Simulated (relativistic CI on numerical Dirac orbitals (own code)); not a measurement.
# Sensitivity of the levels of Pd⁵⁺ to α and to the nuclear radius

Computed by Dirac-Coulomb-Breit CI, orbitals from a KLI potential per configuration, valence Slater integrals scaled by 0.85, P86 correlation energy added to each configuration, derivatives by finite differences, QED left out (own radial code, finite nucleus).

CI space (outside the closed core [Ar] 3d10 4p6): 4s2.4d5, 4s2.4d4.5s, 4s2.4d4.4f, 4s2.4d4.5d, 4s2.4d3.5s2, 4s.4d6, 4d7. Levels of other configurations are missing.

With x = (α/α₀)² − 1 an excitation energy changes as ω = ω₀ + qx; K = 2q/ω₀ is the relative enhancement. Terms are leading LS components, so labels can repeat. The field-shift factor is F = δν/δ⟨r²⟩ for the transition from the lowest level.

Lowest level 4s2.4d5 6S_5/2.

| Level | ω₀ (cm⁻¹) | q (cm⁻¹) | K | F (GHz/fm²) |
| --- | --- | --- | --- | --- |
| 4s2.4d5 4G_5/2 | 27086.3 | -2119 | -0.156 | 0.06 |
| 4s2.4d5 4G_7/2 | 27724.3 | -545.4 | -0.0393 | 0.0782 |
| 4s2.4d5 4G_11/2 | 27910.6 | -160.8 | -0.0115 | 0.0822 |
| 4s2.4d5 4G_9/2 | 28074.4 | 171.1 | 0.0122 | 0.0865 |
| 4s2.4d5 4P_5/2 | 29500.6 | -2863 | -0.194 | 0.0418 |
| 4s2.4d5 4P_3/2 | 30313.1 | -2194 | -0.145 | 0.0529 |
| 4s2.4d5 4P_1/2 | 31436.5 | -815.7 | -0.0519 | 0.0698 |
| 4s2.4d5 4D_7/2 | 33600.6 | -240.7 | -0.0143 | 0.0898 |
| 4s2.4d5 4D_1/2 | 35008.9 | 1840 | 0.105 | 0.115 |
| 4s2.4d5 4D_5/2 | 35554.9 | 1590 | 0.0894 | 0.115 |
| 4s2.4d5 4D_3/2 | 35772.3 | 2530 | 0.141 | 0.123 |
| 4s2.4d5 2I_11/2 | 39880.2 | -1024 | -0.0514 | 0.12 |
| 4s2.4d5 2I_13/2 | 40969.0 | 726.9 | 0.0355 | 0.141 |

At this charge configurations can still be misplaced by up to about 7 % of their energy.
